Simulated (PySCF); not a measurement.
Zn(Cl)(Et) (C2H5ClZn), SMILES C[CH2][Zn][Cl].

Geometry: PBE-D3(BJ)/def2-SVP. The structure was generated by enumeration; whether it is a known compound was not checked. Other conformers were not sampled.

The numbers are results of TDA-PBE/def2-SVPD (PySCF), not measurements.

Vertical excitations.  State labels are in the subgroup Cs.

```
state  symmetry  energy (eV)  λ (nm)      f                                                main pairs
-----  --------  -----------  ------  -----  --------------------------------------------------------
S1           A'         5.94     209  0.013                        HOMO−2→LUMO 67 %, HOMO→LUMO+1 23 %
S2           A"         5.95     208  0.014                                          HOMO−1→LUMO 95 %
S3           A'         6.01     206  0.095        HOMO→LUMO 46 %, HOMO−2→LUMO 29 %, HOMO→LUMO+1 18 %
S4           A'         6.16     201  0.181                          HOMO→LUMO+1 57 %, HOMO→LUMO 29 %
S5           A"         6.18     201  0.039                                          HOMO→LUMO+2 92 %
S6           A"         6.32     196  0.002                                        HOMO−1→LUMO+1 96 %
S7           A'         6.39     194  0.004                    HOMO−2→LUMO+1 58 %, HOMO−1→LUMO+2 41 %
S8           A"         6.44     193  0.000                                        HOMO−2→LUMO+2 97 %
S9           A'         6.89     180  0.110  HOMO−1→LUMO+2 44 %, HOMO−2→LUMO+1 27 %, HOMO−4→LUMO 18 %
S10          A"         7.09     175  0.002                                         HOMO−3→LUMO 100 %
T1           A'         5.05     245      0                                            HOMO→LUMO 99 %
T2           A'         5.61     221      0                                          HOMO→LUMO+1 94 %
T3           A"         5.68     218      0                        HOMO−1→LUMO 75 %, HOMO→LUMO+2 24 %
T4           A'         5.70     218      0                                          HOMO−2→LUMO 95 %
```
Triplets are in the Tamm–Dancoff approximation.
